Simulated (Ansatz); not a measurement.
A nudged elastic band was laid between two geometries of AlGeH5OSi (9 atoms, charge 0, multiplicity 1).

Method: Ansatz, RKS PBE0/def2-SVP.

```json
{
 "movable images": "9",
 "climbing image": "yes",
 "spring": "5.0 eV/Å²",
 "optimiser": "quadratic models (default)",
 "start path": "through a guess of the saddle point",
 "force threshold": "0.05 eV/Å",
 "iteration limit": "60",
 "end points": "relaxed"
}
```

Initial state:

```xyz
9
Properties=species:S:1:pos:R:3
O -1.246 0.273 -0.176
Si -0.046 1.263 -0.812
Al 1.624 -0.276 0.155
Ge -0.635 -1.183 0.757
H -0.150 1.372 -2.304
H -0.134 2.660 -0.273
H 3.161 -0.635 0.365
H -1.253 -2.434 0.089
H -1.233 -1.085 2.181
```

Final state:

```xyz
9
Properties=species:S:1:pos:R:3
O -1.002 0.458 -0.522
Si 0.505 1.479 -1.190
Al 1.800 -0.004 0.260
Ge -0.483 -1.073 0.545
H -1.717 0.356 -1.162
H 0.375 2.599 -0.159
H 3.153 -0.707 0.730
H -1.109 -2.238 -0.278
H -1.434 -0.917 1.761
```

What changes between the two ends?

Bonds broken: Si2–H5. Bonds formed: O1–H5.

What energy profile does the band end with?

The run converged. The highest image is number 5 of 0 to 10, 2.79 eV above the first end and 1.46 eV above the last; the last end lies 1.33 eV above the first. A vibrational analysis at the climbing image gives one clearly imaginary mode, 1690i cm⁻¹: a first-order saddle point. The orbitals stay closed-shell, which can raise the energy where a bond breaks towards radicals; this wasn't checked here.

```csv
image,path coordinate (Å),energy (eV),Si2–H5 (Å),O1–H5 (Å)
0,0.00,0.00,1.50,2.63
1,0.37,0.01,1.50,2.63
2,0.74,0.11,1.49,2.49
3,1.11,0.66,1.48,2.16
4,1.48,1.84,1.50,1.76
5,1.85,2.79,1.60,1.34
6,2.18,2.02,1.86,1.02
7,2.52,1.54,2.17,0.97
8,2.85,1.38,2.37,0.97
9,3.18,1.34,2.45,0.97
10,3.51,1.33,2.49,0.97
```

What is the geometry of the highest image?


```xyz
9
Properties=species:S:1:pos:R:3:forces:R:3
O -1.214 0.413 -0.330 0.02 0.01 -0.02
Si 0.270 1.445 -0.819 -0.02 -0.03 0.02
Al 1.707 -0.158 0.259 -0.02 0.01 0.00
Ge -0.599 -1.110 0.573 0.01 0.00 -0.01
H -0.822 0.569 -1.604 0.01 0.01 0.02
H 0.065 2.841 -0.307 0.00 -0.01 -0.01
H 3.192 -0.701 0.414 0.00 0.00 -0.01
H -1.197 -2.344 -0.144 0.00 0.00 0.00
H -1.314 -1.001 1.942 0.00 0.00 0.00
```

What are the harmonic wavenumbers there?

1690i, 111, 159, 276, 293, 311, 402, 450, 476, 534, 580, 625, 700, 752, 787, 859, 1924, 1934, 2102, 2117, 2187 cm⁻¹.

The band took 10 iterations and roughly 7 core-minutes.

The run took 3.5 min on 2 threads of AMD EPYC 7R43 64-Core Processor (Zen 3) (shared host), peak memory 0.27 GiB.
